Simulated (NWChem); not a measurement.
All runs are NWChem calculations. System: H5AlClN, charge 0, spin multiplicity 1, at a geometry optimised with B3LYP/def2-SVP. The structure started from a generated list of species. Level: PBE0/def2-TZVP.

Job file:

```
start mol
memory heap 200 mb stack 800 mb global 1000 mb
geometry units angstroms nocenter noautoz
  Al     0.649256    -0.656720     0.000000
  H      1.232263    -1.179442     1.385175
  H      1.232263    -1.179442    -1.385175
  Cl    -1.460541    -0.179867     0.000000
  N      1.357560     1.288038     0.000000
  H      1.020674     1.796438    -0.822682
  H      2.380071     1.344841     0.000000
  H      1.020674     1.796438     0.822682
  symmetry group Cs
end
basis spherical
  * library def2-tzvp
end
dft
  xc pbe0
  semidirect memsize 60000000 filesize 0
  iterations 100
end
task dft energy
```

Output (cleaned and shortened):

```
             Northwest Computational Chemistry Package (NWChem) 7.3.0
             --------------------------------------------------------

                                NWChem Input Module
                                -------------------

 Scaling coordinates for geometry "geometry" by  1.889725989
 (inverse scale =  0.529177249)

 Turning off AUTOSYM since
 SYMMETRY directive was detected!

                             Geometry "geometry" -> ""
                             -------------------------

 Output coordinates in angstroms (scale by  1.889725989 to convert to a.u.)

  No.       Tag          Charge          X              Y              Z
 ---- ---------------- ---------- -------------- -------------- --------------
    1 Al                  13.0000     0.64925600    -0.65672000     0.00000000
    2 H                    1.0000     1.23226300    -1.17944200     1.38517500
    3 H                    1.0000     1.23226300    -1.17944200    -1.38517500
    4 Cl                  17.0000    -1.46054100    -0.17986700     0.00000000
    5 N                    7.0000     1.35756000     1.28803800     0.00000000
    6 H                    1.0000     1.02067400     1.79643800    -0.82268200
    7 H                    1.0000     2.38007100     1.34484100     0.00000000
    8 H                    1.0000     1.02067400     1.79643800     0.82268200

 Effective nuclear repulsion energy (a.u.)     142.5667507198

            Nuclear Dipole moment (a.u.)
            ----------------------------
        X                 Y               Z
 ---------------- ---------------- ----------------
    -0.0000075589     0.0000000000     0.0000000000

      Symmetry information
      --------------------

 Group name             Cs
 Group number              2
 Group order               2
 No. of unique centers     6

      Symmetry unique atoms

     1    2    4    5    6    7


 Summary of "ao basis" -> "" (spherical)
 ------------------------------------------------------------------------------
       Tag                 Description            Shells   Functions and Types
[...]
 Vector   21  Occ=2.000000D+00  E=-2.773032D-01  Symmetry=a"
              MO Center=  4.0D-01, -8.1D-01,  4.3D-14, r^2= 3.9D+00
   Bfn.  Coefficient  Atom+Function         Bfn.  Coefficient  Atom+Function
  ----- ------------  ---------------      ----- ------------  ---------------
    66      0.301644  4 Cl pz                17     -0.231925  1 Al pz
    69      0.214874  4 Cl pz                39     -0.197684  2 H  s
    45      0.197684  3 H  s                 40     -0.180364  2 H  s
    46      0.180364  3 H  s                 63      0.144328  4 Cl pz
    38     -0.119990  2 H  s                 44      0.119990  3 H  s

 Vector   22  Occ=0.000000D+00  E=-1.429867D-02  Symmetry=a'
              MO Center=  1.5D+00,  1.3D+00, -1.3D-15, r^2= 5.6D+00
   Bfn.  Coefficient  Atom+Function         Bfn.  Coefficient  Atom+Function
  ----- ------------  ---------------      ----- ------------  ---------------
    91      1.805780  5 N  s                126     -0.784090  7 H  s
   120     -0.670547  6 H  s                132     -0.670547  8 H  s
    19     -0.422124  1 Al py                 5     -0.251016  1 Al s
    89      0.241566  5 N  s                 16     -0.203256  1 Al py
    18     -0.155279  1 Al px                68      0.117144  4 Cl py

 Vector   23  Occ=0.000000D+00  E= 3.334485D-02  Symmetry=a'
              MO Center=  5.1D-01, -5.8D-01, -1.0D-14, r^2= 6.6D+00
   Bfn.  Coefficient  Atom+Function         Bfn.  Coefficient  Atom+Function
  ----- ------------  ---------------      ----- ------------  ---------------
    18      1.028190  1 Al px               120     -0.588714  6 H  s
   132     -0.588714  8 H  s                 54      0.501820  4 Cl s
    91      0.480963  5 N  s                 19      0.320000  1 Al py
    99      0.286455  5 N  py                98     -0.229946  5 N  px
    67      0.222662  4 Cl px                 4     -0.205493  1 Al s

 Vector   24  Occ=0.000000D+00  E= 5.144335D-02  Symmetry=a'
              MO Center=  1.5D+00, -5.2D-01,  1.2D-13, r^2= 6.9D+00
   Bfn.  Coefficient  Atom+Function         Bfn.  Coefficient  Atom+Function
  ----- ------------  ---------------      ----- ------------  ---------------
   126      1.418110  7 H  s                 19     -1.109028  1 Al py
    98     -0.702080  5 N  px                40     -0.534934  2 H  s
    46     -0.534934  3 H  s                 91     -0.438057  5 N  s
     5      0.366165  1 Al s                 18      0.281409  1 Al px
    68      0.189201  4 Cl py                16     -0.180275  1 Al py

 center of mass
 --------------
 x =  -0.17745632 y =  -0.07871220 z =   0.00000000

 moments of inertia (a.u.)
 ------------------
         186.489301749164         -92.287271585201           0.000000000000
         -92.287271585201         454.106385515361           0.000000000000
           0.000000000000           0.000000000000         603.230564876274

     Multipole analysis of the density
     ---------------------------------

     L   x y z        total         alpha         beta         nuclear
     -   - - -        -----         -----         ----         -------
     0   0 0 0     -0.000000    -21.000000    -21.000000     42.000000

     1   1 0 0      1.422667      0.711337      0.711337     -0.000008
     1   0 1 0      1.860511      0.930255      0.930255      0.000000
     1   0 0 1     -0.000000     -0.000000     -0.000000      0.000000

     2   2 0 0    -24.558707   -129.106742   -129.106742    233.654777
     2   1 1 0      5.181124    -24.414451    -24.414451     54.010026
     2   1 0 1     -0.000000     -0.000000     -0.000000      0.000000
     2   0 2 0    -21.147608    -62.024052    -62.024052    102.900496
     2   0 1 1      0.000000      0.000000      0.000000      0.000000
     2   0 0 2    -27.238622    -22.888064    -22.888064     18.537505

 Task  times  cpu:        9.2s     wall:        9.2s

 Total times  cpu:        9.2s     wall:        9.2s
```
